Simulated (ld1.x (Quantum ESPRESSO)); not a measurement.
**Cs (Z = 55): one change to a TM semilocal potential, before and after**

ld1.x (Quantum ESPRESSO) 7.5 input, shortened:

```
&input
   title='Cs', zed=55., rel=1, dft='PZ', iswitch=3,
   config='[Xe] 5d0 6s1 6p0'
 /
 &inputp
   pseudotype=1, tm=.true., lloc=0,
   nlcc=.false.
 /
3
6P  2  1   0.00   0.00  3.95  3.95  0.0
5D  3  2   0.00   0.00  3.75  3.75  0.0
6S  1  0   1.00   0.00  4.20  4.20  0.0
 &test
   configts(1)='5d0 6s1 6p0'
 /
```

Change: core correction a·sin(br)/r model core inside 3.96 bohr.

Cutoffs: the cutoffs (Ry, on a coarse ladder) from which the occupation-weighted sum of valence levels, in a spherical-Bessel basis at the reference potential, stays within 10 and 1 mRy of its value at 400 Ry; they do not see the model core or the augmentation charge, which bear on the density cutoff. Errors are all-electron minus pseudo energies relative to the spin-unpolarised reference configuration.

Question: How do hardness, ghosts and transferability respond?

Answer: Both files are so soft that the ladder of cutoffs tells neither apart; of the 6 tests that both files solve, the error grows in 0 and shrinks in 6 by more than 15 % and 0.3 meV (median size 43.3 → 2.2 meV); neither file shows a bound ghost. Exchange and correlation are not linear in the density, so unscreening with the valence charge alone errs where core and valence overlap; a model core restores that term. A semilocal file is local in each channel, so a ghost entry of none says nothing of the separable form that plane-wave codes build from it. A model core, the more so a compact one, raises the density cutoff, which this test does not measure.

```tsv
quantity	base	changed
cutoff, loose	6 Ry	6 Ry
cutoff, tight	6 Ry	6 Ry
bound ghosts	none	none
error for 5d0 6s0.5 6p0, meV [ΔE 1.55 eV]	+18	-2.1
error for 5d0 6s0 6p1, meV [ΔE 1.48 eV]	+102	+3.7
error for 5d1 6s0 6p0, meV [ΔE 1.72 eV]	+77	+2.2
error for 5d0.5 6s0.5 6p0, meV [ΔE 0.87 eV]	+23	+0.4
error for 5d0 6s1 6p0 (spin-polarised), meV [ΔE -0.11 eV]	+46	+2.8
error for 5d0 6s0.5 6p0 (spin-polarised), meV [ΔE 1.52 eV]	+41	-1.4
s: phases at 4.53 bohr within 0.05 rad from the reference energy up to (Ry; the scan ends near 5)	0.9	0.9
p: phases at 4.53 bohr within 0.05 rad from the reference energy up to (Ry; the scan ends near 5)	0.0	0.0
d: phases at 4.53 bohr within 0.05 rad from the reference energy up to (Ry; the scan ends near 5)	3.6	3.6
```
